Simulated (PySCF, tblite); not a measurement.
Compound: C5H7N3O.
Numbering: `[CH3:1][C:2](=[O:3])[c:4]1[cH:5][n:6][n:7]([CH3:8])[n:9]1` (hydrogens: H10, H11, H12 on C1; H13 on C5; H14, H15, H16 on C8)

Computed with GFN2-xTB (tblite), gas phase: Langevin dynamics at 300 K from the optimised GFN2-xTB geometry, time step 0.5 fs, friction 0.01 fs⁻¹, 2000 steps. Over the second half of the run the saved frames average 299 K.

Frame at 250 fs, instantaneous temperature 251 K:
```
atom  x, y, z in Å
C1     -2.720   -1.222    0.986
C2     -2.346    0.130    0.627
O3     -3.043    1.126    0.632
C4     -0.981    0.366    0.169
C5     -0.419    1.576   -0.271
N6      0.833    1.345   -0.552
N7      0.991    0.046   -0.302
C8      2.254   -0.688   -0.463
N9     -0.044   -0.571    0.108
H10    -3.774   -1.350    0.890
H11    -2.478   -1.391    2.021
H12    -2.144   -1.879    0.352
H13    -0.897    2.537   -0.437
H14     2.441   -1.065   -1.486
H15     3.090   -0.064   -0.035
H16     2.259   -1.525    0.280
```

Frame at 425 fs, instantaneous temperature 142 K:
```
atom  x, y, z in Å
C1     -3.198   -1.079    1.303
C2     -2.818    0.306    0.998
O3     -3.451    1.343    0.998
C4     -1.363    0.361    0.667
C5     -0.704    1.441    0.145
N6      0.526    0.961   -0.267
N7      0.580   -0.307    0.083
C8      1.764   -1.049   -0.226
N9     -0.528   -0.772    0.667
H10    -3.902   -1.280    2.089
H11    -2.290   -1.526    1.488
H12    -3.642   -1.425    0.340
H13    -0.950    2.485    0.062
H14     1.559   -2.058   -0.418
H15     2.197   -0.552   -1.093
H16     2.441   -1.049    0.602
```

Frame at 625 fs, instantaneous temperature 238 K:
```
atom  x, y, z in Å
C1     -3.169   -1.052    1.232
C2     -2.664    0.356    1.011
O3     -3.323    1.341    1.105
C4     -1.216    0.293    0.490
C5     -0.441    1.306   -0.136
N6      0.801    0.829   -0.264
N7      0.741   -0.343    0.363
C8      1.870   -1.233    0.289
N9     -0.443   -0.796    0.712
H10    -4.280   -1.030    1.297
H11    -2.726   -1.307    2.165
H12    -2.785   -1.595    0.435
H13    -0.671    2.267   -0.532
H14     1.524   -2.243    0.299
H15     2.487   -1.025   -0.587
H16     2.517   -1.074    1.208
```

Frame at 800 fs, instantaneous temperature 279 K:
```
atom  x, y, z in Å
C1     -3.184   -1.054    1.475
C2     -2.452    0.223    1.425
O3     -2.920    1.316    1.703
C4     -1.089    0.206    1.036
C5     -0.307    1.362    0.713
N6      0.964    0.950    0.380
N7      0.898   -0.340    0.537
C8      2.049   -1.175    0.436
N9     -0.253   -0.832    0.899
H10    -4.228   -0.910    1.605
H11    -2.743   -1.782    2.112
H12    -2.958   -1.460    0.439
H13    -0.633    2.393    0.633
H14     2.536   -1.373    1.379
H15     1.720   -2.017   -0.148
H16     2.792   -0.563   -0.157
```

Frame at 1000 fs, instantaneous temperature 379 K:
```
atom  x, y, z in Å
C1     -2.749   -1.051    1.873
C2     -2.374    0.385    1.463
O3     -3.240    1.248    1.388
C4     -1.006    0.663    1.000
C5     -0.580    1.582    0.029
N6      0.764    1.459   -0.097
N7      1.070    0.491    0.711
C8      2.345   -0.121    0.842
N9      0.059    0.041    1.433
H10    -3.424   -1.094    2.777
H11    -1.926   -1.769    1.962
H12    -3.455   -1.445    1.125
H13    -1.136    2.226   -0.609
H14     3.031    0.495    1.350
H15     2.290   -1.048    1.380
H16     2.739   -0.217   -0.178
```

Question: What do single points at PBE0/pcSseg-1 (PySCF, gas phase) give on these frames?

Answer: 
```csv
t (fs),GFN2-xTB E above start (eV),DFT E above lowest frame (eV),HOMO (eV),LUMO (eV),dipole (D)
250,0.40,0.00,-7.39,-1.26,3.91
425,0.71,0.46,-7.45,-1.50,3.94
625,0.53,0.22,-7.41,-1.34,3.55
800,0.48,0.13,-7.51,-1.51,3.76
1000,0.44,0.09,-7.53,-1.45,3.87
```

Both levels order the frames alike by energy; measured from each level's lowest frame they differ by 0.15 eV at most. The HOMO–LUMO gap runs from 5.95 to 6.13 eV. These are instantaneous structures, not minima.

Question: And the isotropic GIAO shieldings (ppm) from the same runs?

Answer: 
```json
{"atom": "C1", "250 fs": "164.9", "425 fs": "162.2", "625 fs": "153.0", "800 fs": "159.9", "1000 fs": "155.2", "mean": "159.0", "range": "11.9"}
{"atom": "C2", "250 fs": "-12.9", "425 fs": "-10.3", "625 fs": "-7.6", "800 fs": "-10.6", "1000 fs": "-16.3", "mean": "-11.5", "range": "8.7"}
{"atom": "O3", "250 fs": "-319.3", "425 fs": "-286.4", "625 fs": "-277.1", "800 fs": "-333.5", "1000 fs": "-366.1", "mean": "-316.5", "range": "89.0"}
{"atom": "C4", "250 fs": "34.3", "425 fs": "21.7", "625 fs": "25.4", "800 fs": "31.9", "1000 fs": "37.6", "mean": "30.2", "range": "15.9"}
{"atom": "C5", "250 fs": "45.4", "425 fs": "40.6", "625 fs": "43.2", "800 fs": "28.8", "1000 fs": "42.1", "mean": "40.0", "range": "16.6"}
{"atom": "N6", "250 fs": "-97.2", "425 fs": "-150.2", "625 fs": "-119.3", "800 fs": "-109.0", "1000 fs": "-102.7", "mean": "-115.7", "range": "53.0"}
{"atom": "N7", "250 fs": "3.9", "425 fs": "-27.3", "625 fs": "-10.8", "800 fs": "-3.2", "1000 fs": "-2.4", "mean": "-8.0", "range": "31.2"}
{"atom": "C8", "250 fs": "138.7", "425 fs": "147.3", "625 fs": "142.4", "800 fs": "143.8", "1000 fs": "148.6", "mean": "144.2", "range": "9.9"}
{"atom": "N9", "250 fs": "-88.2", "425 fs": "-131.1", "625 fs": "-107.0", "800 fs": "-100.3", "1000 fs": "-107.4", "mean": "-106.8", "range": "42.9"}
{"atom": "H10", "250 fs": "30.1", "425 fs": "29.9", "625 fs": "29.0", "800 fs": "29.9", "1000 fs": "28.2", "mean": "29.4", "range": "1.9"}
{"atom": "H11", "250 fs": "29.6", "425 fs": "28.0", "625 fs": "29.3", "800 fs": "28.9", "1000 fs": "28.4", "mean": "28.8", "range": "1.6"}
{"atom": "H12", "250 fs": "28.3", "425 fs": "29.1", "625 fs": "29.5", "800 fs": "28.0", "1000 fs": "29.1", "mean": "28.8", "range": "1.5"}
{"atom": "H13", "250 fs": "23.1", "425 fs": "22.8", "625 fs": "23.5", "800 fs": "22.9", "1000 fs": "23.7", "mean": "23.2", "range": "0.9"}
{"atom": "H14", "250 fs": "26.9", "425 fs": "28.4", "625 fs": "27.8", "800 fs": "27.7", "1000 fs": "28.3", "mean": "27.8", "range": "1.5"}
{"atom": "H15", "250 fs": "26.5", "425 fs": "27.0", "625 fs": "27.1", "800 fs": "27.4", "1000 fs": "27.6", "mean": "27.1", "range": "1.1"}
{"atom": "H16", "250 fs": "26.7", "425 fs": "28.0", "625 fs": "26.7", "800 fs": "26.4", "1000 fs": "27.4", "mean": "27.0", "range": "1.6"}
```

What follows is the cost of the whole dynamics run. Hardware: an Arm Neoverse V1 with one thread (shared host). Cost: 12 s wall, 0.18 GiB resident at most.
